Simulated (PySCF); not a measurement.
**Static response to an electric field**

Compound: CH10SSi3.
Geometry (GFN2-xTB, Å), atoms numbered from 1 in this order:
```xyz
15
CH10SSi3 angstrom
C      3.1632   -0.1592    0.2475
Si     1.4017    0.4213   -0.1022
S      0.2188   -0.1882    1.5819
Si    -1.7773    0.5046    1.1210
Si    -2.7458   -0.7256   -0.5790
H      3.5465    0.2805    1.1639
H      3.8288    0.1188   -0.5638
H      3.2030   -1.2389    0.3606
H      1.3079    1.8752   -0.2170
H      0.8407   -0.2057   -1.2987
H     -1.6293    1.9343    0.8354
H     -2.4029    0.3891    2.4344
H     -2.9172   -2.1408   -0.2442
H     -1.9697   -0.6741   -1.8235
H     -4.0725   -0.1833   -0.8807
```

Level: CAM-B3LYP/def2-SVPD (PySCF), static field, nuclei fixed, core orbitals frozen in the response. The polarisability tensor in these axes (au):

```
x   143.62   2.35   2.56
y     2.35 100.58   3.29
z     2.56   3.29 109.63
```

Q: What are the eigenvalues, a third of the trace, and Δα (Δα² = ½Σ(αi − αj)² over the three pairs)?

A: Principal values 99.47, 110.40 and 143.97 au; mean 117.95 au = 17.48 Å³ = 19.45 × 10⁻⁴⁰ C²·m²/J; Δα = 40.17 au (34 % of the mean).

Q: What is the dipole moment, and where does it point?

A: (0.27, 0.32, -1.06) D, 1.14 D in size, pointing from the negative to the positive side. Measured along this direction, the outermost atoms are H12 at the negative end and H7 at the positive end.

Q: What molar refraction does this α imply?

A: Lorentz–Lorenz: R = (4π/3)N_A α = 2.5225 cm³/(mol·Å³) × 17.48 Å³ = 44.1 cm³/mol, in the limit of long wavelengths.

Q: What would n − 1 = 2πNα be for an ideal gas of these molecules at 500 K and 1 atm, electronic part alone?

A: N = p/kT = 1.4678 × 10¹⁹ cm⁻³, so n − 1 = 2π × N × 17.48 × 10⁻²⁴ cm³ = 1612 × 10⁻⁶ at long wavelengths, for an ideal gas.

Q: Find the Langevin capture rate constant for H3O+ (19.018 u) meeting this molecule (137.981 u), k = 2.342 × 10⁻⁹ cm³/s × √(α in Å³ / reduced mass in u).

A: The reduced mass is 16.71 u, so k = 2.39 × 10⁻⁹ cm³/s. The formula leaves out the permanent dipole, which adds to the capture rate.

One conformer (not necessarily the lowest) at the GFN2-xTB geometry, without solvent, vibrations or thermal averaging.

These values come from a run that also computed excited states. The run took 59 s of wall time on Arm Neoverse N1, one thread, shared host with 64 logical CPUs at a one-minute load of 58, and the process peaked at 0.91 GiB of memory.
